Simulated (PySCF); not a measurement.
# C₆ coefficients of unlike pairs at UHF

Calculated with PySCF 2.14 from the dipole response of each species, C₆(A,B) = (3/π) ∫ α_A(iu) α_B(iu) du, in atomic units, from isotropic polarisabilities. For ions this is the dispersion term alone; charge-induced terms of lower order in 1/R come first.

| species | configuration | basis | relativity | α (bohr³) | C₆ (like pair) |
| --- | --- | --- | --- | --- | --- |
| Cl⁺ | [Ne] 3s2 3p4 (3P) | aug-cc-pCVQZ-DK (10s9p7d5f3g) | spin-free X2C | 8.552 | 40.33 |
| Be⁺ | [He] 2s1 (2S) | dyall-acv3z (15s9p4d2f) | none | 24.94 | 71.13 |
| Cu⁺ | [Ar] 3d10 (1S) | dyall-av2z (16s12p7d2f) | none | 4.835 | 14.92 |
| Pd | [Kr] 4d10 (1S) | aug-cc-pVTZ-DK (9s8p6d3f2g) | spin-free X2C | 18.89 | 124.9 |

(1) Estimate C₆ for Cu⁺ with Cl⁺.

No spin-orbit coupling is included.

The other pairs:

```json
{"pair": "Cu⁺, Be⁺", "C₆": "23.33"}
{"pair": "Pd, Be⁺", "C₆": "78.73"}
{"pair": "Pd, Cu⁺", "C₆": "42.17"}
{"pair": "Pd, Cl⁺", "C₆": "70.27"}
{"pair": "Be⁺, Cl⁺", "C₆": "41.37"}
```

Results:

(1) The integral gives 23.94. The combination rule 2 C_A C_B / (C_A α_B/α_A + C_B α_A/α_B) gives 24.46 and the geometric mean 24.53.
